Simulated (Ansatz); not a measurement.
Ansatz (a quantum-chemistry and plane-wave program) input (B3LYP/def2-SVP):

Ansatz 0.2 input:
```yaml
crystal:
  periodic: [false, false, false]
  atoms:
    - {symbol: Au, position_ang: [-0.00000000, -0.00000000, -0.39913200]}
    - {symbol: Cl, position_ang: [0.00000000, 0.00000000, 1.85478800]}
basis:
  gaussian:
    orbitals: def2-SVP
hamiltonian:
  xc: {name: B3LYP}
output: {forces: true}
```

Output:

```
Functional definition: B3LYP
integrals: 0.01 GiB planned
484 factors; integrals over basis functions are off by at most 8.8e-4 eV
mean field: 0.13 GiB planned
mean field evaluation 1: about -16213.3172 eV, gradient 1.7e1 eV
mean field evaluation 2: about -16212.7539 eV, gradient 2.3e1 eV
mean field evaluation 4: about -16214.0353 eV, gradient 1.1e0 eV
mean field evaluation 8: about -16214.0955 eV, gradient 4.3e-2 eV
mean field evaluation 16: about -16214.0955 eV, gradient 1.8e-5 eV
mean field -16214.09548310 eV, -595.8570186953 hartree, gradient 1.8e-5 eV, S^2 0.000000; 0 other end points of the search recorded, 0 dependent functions left out
the calculation of the forces begins
reference -16214.09566243 eV, -595.8570252854 hartree; 18, 18 occupied and 32, 32 virtual orbitals, 484 factors
Total energy: -16214.09566243 eV, -595.8570252854 hartree
Atom 0 at    -0.000000    -0.000000    -0.399132 Å, force    -0.000000    -0.000000    -0.312688 eV/Å
Atom 1 at     0.000000     0.000000     1.854788 Å, force     0.000000     0.000000     0.312688 eV/Å
Dipole moment:    -0.000000    -0.000000    -0.680115 e Å
```

The geometry given is a B3LYP-D3(BJ)/def2-TZVP minimum.
